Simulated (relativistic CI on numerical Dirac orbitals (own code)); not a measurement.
Ru⁴⁺: 4d valence photoemission

Computed with this model: Dirac-Coulomb-Breit CI, separate exchange-only KLI orbitals for each configuration, model QED, valence Slater integrals scaled by 0.8, multiplet model of photoemission in the sudden approximation; configurations [Kr] 4d4 → [Kr] 4d3; 300 K; Lorentzian 0.3 eV and Gaussian 0.5 eV FWHM. Energies are those of the free ion, without screening or charge transfer. The energies are binding energies and can lie tens of eV above those of solids. S is read from ⟨S²⟩ = S(S + 1).

Field parameters in Wybourne normalisation: Td as Oh with Dq negative (B⁴₀ = 21Dq, B⁴₄ = √(5/14) B⁴₀). The field is a parameter set, without covalency.

Computed curve for Td, 10Dq = -14550 cm⁻¹, scaled to 100 at the maximum (points under 2 are left out and the grid is thinned):

(Energy (eV), Intensity): (57.3, 2.1), (57.4, 2.4), (57.6, 3.3), (57.7, 3.9), (57.8, 4.7), (58.0, 7.4), (58.1, 9.8), (58.2, 13.8), (58.4, 30.5), (58.5, 45.1), (58.6, 62.9), (58.8, 94.0), (58.9, 100.0), (59.0, 99.4), (59.2, 90.3), (59.3, 84.2), (59.4, 75.4), (59.6, 48.7), (59.7, 35.1), (59.8, 24.3), (60.0, 12.4), (60.1, 10.1), (60.2, 9.1), (60.4, 9.2), (60.5, 9.3), (60.6, 8.9), (60.8, 7.1), (60.9, 6.2), (61.0, 5.7), (61.2, 5.7), (61.3, 5.7), (61.4, 5.5), (61.6, 4.3), (61.7, 3.8), (61.8, 3.4), (62.0, 3.3), (62.1, 3.3), (62.2, 3.2), (62.4, 2.6), (62.5, 2.3)

The ground state has S = 0.61, and the centroid lies at 59.27 eV.
